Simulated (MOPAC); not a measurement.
Input file for MOPAC: PM6 on CH8GeSi (SMILES C[SiH2][GeH3]), a point of a torsion scan.

```
PM6 1SCF PRECISE CHARGE=0 THREADS=1
CH8GeSi

C     -1.60508262 1     0.66756679 1    -0.12473487 1
Si    -0.43251737 1    -0.80725077 1     0.10243955 1
Ge     1.78383130 1    -0.06487191 1    -0.02384240 1
H     -2.64592122 1     0.36293325 1    -0.07296413 1
H     -1.44066825 1     1.41785042 1     0.64474704 1
H     -1.44725241 1     1.14558670 1    -1.08836000 1
H     -0.68501312 1    -1.43593583 1     1.40429257 1
H     -0.69489291 1    -1.80504870 1    -0.94128826 1
H      2.62462689 1    -0.30788693 1     1.19579715 1
H      2.61393189 1    -0.67055841 1    -1.11818483 1
H      1.96161386 1     1.40899780 1    -0.25589603 1
```

Output:

```
*******************************************************************************
 **                                                                           **
 **                              MOPAC v23.2.5                                **
 **                                                                           **
 *******************************************************************************
 ** MOPAC's Digital Object Identifier: https://doi.org/10.5281/zenodo.6511958 **
 **                                                                           **
 ** Please cite the open-source release paper for use of this MOPAC version:  **
 ** J. E. Moussa and J. J. P. Stewart (2026)                                  **
 ** MOPAC: An open-source semiempirical molecular orbital program             **
 ** J. Open Source Softw., 11(119), 8025, https://doi.org/10.21105/joss.08025 **
 *******************************************************************************

                              PM6 CALCULATION RESULTS

 *******************************************************************************
 *  PM6        - The PM6 Hamiltonian to be used
 *
 *
 *
 *                 CHARGE ON SYSTEM = 0
 *
 *
 *
 *  PRECISE    - TIGHTER CRITERIA TO BE USED
 *  1SCF       - DO 1 SCF AND THEN STOP
 *  THREADS=1  - MULTI-THREADING NOT USED
 *  T=         - A TIME OF 172800.0 SECONDS REQUESTED
 *  DUMP=N     - RESTART FILE WRITTEN EVERY 7200.0 SECONDS REQUESTED
 *******************************************************************************
PM6 1SCF PRECISE CHARGE=0 THREADS=1
 CH8GeSi

   ATOM   CHEMICAL          X               Y               Z
  NUMBER   SYMBOL      (ANGSTROMS)     (ANGSTROMS)     (ANGSTROMS)

     1       C         -1.60508262  *   0.66756679  *  -0.12473487  *
     2      Si         -0.43251737  *  -0.80725077  *   0.10243955  *
     3      Ge          1.78383130  *  -0.06487191  *  -0.02384240  *
     4       H         -2.64592122  *   0.36293325  *  -0.07296413  *
     5       H         -1.44066825  *   1.41785042  *   0.64474704  *
     6       H         -1.44725241  *   1.14558670  *  -1.08836000  *
     7       H         -0.68501312  *  -1.43593583  *   1.40429257  *
     8       H         -0.69489291  *  -1.80504870  *  -0.94128826  *
     9       H          2.62462689  *  -0.30788693  *   1.19579715  *
    10       H          2.61393189  *  -0.67055841  *  -1.11818483  *
    11       H          1.96161386  *   1.40899780  *  -0.25589603  *



          CARTESIAN COORDINATES

    NO.       ATOM           X           Y           Z

     1         C         -1.6051      0.6676     -0.1247
     2        Si         -0.4325     -0.8073      0.1024
     3        Ge          1.7838     -0.0649     -0.0238
     4         H         -2.6459      0.3629     -0.0730
     5         H         -1.4407      1.4179      0.6447
     6         H         -1.4473      1.1456     -1.0884
     7         H         -0.6850     -1.4359      1.4043
     8         H         -0.6949     -1.8050     -0.9413
     9         H          2.6246     -0.3079      1.1958
    10         H          2.6139     -0.6706     -1.1182
    11         H          1.9616      1.4090     -0.2559

 General Reference for PM6:
 "Optimization of Parameters for Semiempirical Methods V: Modification of NDDO Approximations
 and Application to 70 Elements", J. J. P. Stewart, J. Mol. Mod., 13, 1173-1213 (2007)
 URL: https://link.springer.com/article/10.1007/s00894-007-0233-4

           Empirical Formula: C H8 Si Ge  =    11 atoms



      MOLECULAR POINT GROUP   :   Cs


      RHF CALCULATION, NO. OF DOUBLY OCCUPIED LEVELS = 10


 -------------------------------------------------------------------------------
 PM6 1SCF PRECISE CHARGE=0 THREADS=1
 CH8GeSi



     1SCF WAS SPECIFIED, SO BFGS WAS NOT USED
     SCF FIELD WAS ACHIEVED


                              PM6 CALCULATION
                                                       MOPAC v23.2.5 Linux




          FINAL HEAT OF FORMATION =        217.51535 KCAL/MOL =     910.08424 KJ/MOL


          COSMO AREA              =        132.97 SQUARE ANGSTROMS
          COSMO VOLUME            =        127.60 CUBIC ANGSTROMS

          IONIZATION POTENTIAL    =         10.010524 EV
          HOMO LUMO ENERGIES (EV) =        -10.011  0.096
          NO. OF FILLED LEVELS    =         10
          MOLECULAR WEIGHT        =        120.7497         POINT GROUP:  Cs

          MOLECULAR DIMENSIONS (Angstroms)

            Atom       Atom       Distance
            H     9    H     4     5.46246
            H     7    H    11     3.81405
            H     5    H     8     3.23901


          SCF CALCULATIONS        =          1





   ATOM   CHEMICAL          X               Y               Z
  NUMBER   SYMBOL      (ANGSTROMS)     (ANGSTROMS)     (ANGSTROMS)

     1       C         -1.60508262  *   0.66756679  *  -0.12473487  *
     2      Si         -0.43251737  *  -0.80725077  *   0.10243955  *
     3      Ge          1.78383130  *  -0.06487191  *  -0.02384240  *
     4       H         -2.64592122  *   0.36293325  *  -0.07296413  *
     5       H         -1.44066825  *   1.41785042  *   0.64474704  *
     6       H         -1.44725241  *   1.14558670  *  -1.08836000  *
     7       H         -0.68501312  *  -1.43593583  *   1.40429257  *
     8       H         -0.69489291  *  -1.80504870  *  -0.94128826  *
     9       H          2.62462689  *  -0.30788693  *   1.19579715  *
    10       H          2.61393189  *  -0.67055841  *  -1.11818483  *
    11       H          1.96161386  *   1.40899780  *  -0.25589603  *

                             CARTESIAN COORDINATES

   1    C       -1.605082620     0.667566790    -0.124734870
   2   Si       -0.432517370    -0.807250770     0.102439550
   3   Ge        1.783831300    -0.064871910    -0.023842400
   4    H       -2.645921220     0.362933250    -0.072964130
   5    H       -1.440668250     1.417850420     0.644747040
   6    H       -1.447252410     1.145586700    -1.088360000
   7    H       -0.685013120    -1.435935830     1.404292570
   8    H       -0.694892910    -1.805048700    -0.941288260
   9    H        2.624626890    -0.307886930     1.195797150
  10    H        2.613931890    -0.670558410    -1.118184830
  11    H        1.961613860     1.408997800    -0.255896030


           Empirical Formula: C H8 Si Ge  =    11 atoms



      MOLECULAR POINT GROUP   :   Cs


                  EIGENVALUES
 -25.03681 -19.90513 -17.42030 -14.02949 -13.91505 -12.14675 -11.99351 -11.14630
 -10.97602 -10.01052   0.09555   0.48720   1.13546   1.48810   1.79053   1.79072
   2.51950   2.54742   3.31618   4.20339   4.52309   4.66161   5.94253   5.94679
   7.12401


              NET ATOMIC CHARGES AND DIPOLE CONTRIBUTIONS

  ATOM NO.   TYPE          CHARGE      No. of ELECS.   s-Pop       p-Pop       d-Pop
    1          C          -0.753942        4.7539     1.07518     3.67876
    2         Si           0.363074        3.6369     1.20723     1.91813     0.51156
    3         Ge          -0.710694        4.7107     1.21096     3.49973
    4          H           0.191969        0.8080     0.80803
    5          H           0.192528        0.8075     0.80747
    6          H           0.192524        0.8075     0.80748
    7          H           0.032524        0.9675     0.96748
    8          H           0.032522        0.9675     0.96748
    9          H           0.153360        0.8466     0.84664
   10          H           0.153348        0.8467     0.84665
   11          H           0.152786        0.8472     0.84721
 DIPOLE           X         Y         Z       TOTAL
 POINT-CHG.    -1.059    -1.092     0.176     1.531
 HYBRID         0.649     1.400    -0.223     1.559
 SUM           -0.410     0.308    -0.047     0.515


          ATOMIC ORBITAL ELECTRON POPULATIONS

     Atom    s        px        py        pz      x^2-y^2     xz        z^2       yz        xy
    1  C   1.07518   1.22587   1.25534   1.19755
    2 Si   1.20723   0.54451   0.61908   0.75454   0.08471   0.02670   0.10428   0.19773   0.09814
    3 Ge   1.21096   1.20814   1.14909   1.14250
    4  H   0.80803
    5  H   0.80747
    6  H   0.80748
    7  H   0.96748
    8  H   0.96748
    9  H   0.84664
   10  H   0.84665
   11  H   0.84721

 **********************
 *                    *
 * JOB ENDED NORMALLY *
 *                    *
 **********************




 == MOPAC DONE ==
```

The run finished.

Cost: around 0.020 core-seconds (rough).
